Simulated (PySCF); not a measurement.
From one molecule to another.

First species: C₃H₈S₂.
SMILES: `CCSSC`

Second species: C₅H₆O₂.
Atom-mapped SMILES: `[CH3:1][O:2][c:3]1[cH:4][cH:5][o:6][cH:7]1` (hydrogens: H8, H9, H10 on C1; H11 on C4; H12 on C5; H13 on C7)

Levels: PBE0/pcSseg-1 for dipole moment, HOMO energy, LUMO energy and HOMO–LUMO gap; GFN2-xTB for rotational constant A and rotational constant C. Geometries: GFN2-xTB. Each structure is a single optimised conformer of the isolated species, non-relativistic unless stated; the electronic structure was computed with PySCF and density fitting.

The conformers computed, where there is a choice (atom-mapped SMILES and torsion angles):
- `[CH3:1][CH2:2][S:3][S:4][CH3:5]`: C1–C2–S3–S4 -66°, C2–S3–S4–C5 -90°
- `[CH3:1][O:2][c:3]1[cH:4][cH:5][o:6][cH:7]1`: C1–O2–C3–C4 -178°

Values for the first species:

- Dipole moment: 2.18 D
- HOMO energy: -6.84 eV
- LUMO energy: -0.06 eV
- HOMO–LUMO gap: 6.78 eV
- Rotational constant A: 5.263 GHz
- Rotational constant C: 1.733 GHz

Q: Estimate the same properties for the second species, and the change in each.

A: 
```tsv
property	first	second	second less first
dipole moment	2.18 D	1.06 D	-1.12 D
HOMO energy	-6.84 eV	-6.30 eV	+0.54 eV
LUMO energy	-0.06 eV	0.48 eV	+0.54 eV
HOMO–LUMO gap	6.78 eV	6.78 eV	0.00 eV
rotational constant A	5.263 GHz	7.696 GHz	+2.433 GHz
rotational constant C	1.733 GHz	1.627 GHz	-0.106 GHz
```

On the first: The dipole equals about 7.3 × 10⁻³⁰ C·m (1 D = 3.33564 × 10⁻³⁰ C·m).

On the second: In atomic units the dipole is 0.42 e·bohr (1 au = 2.5417 D).
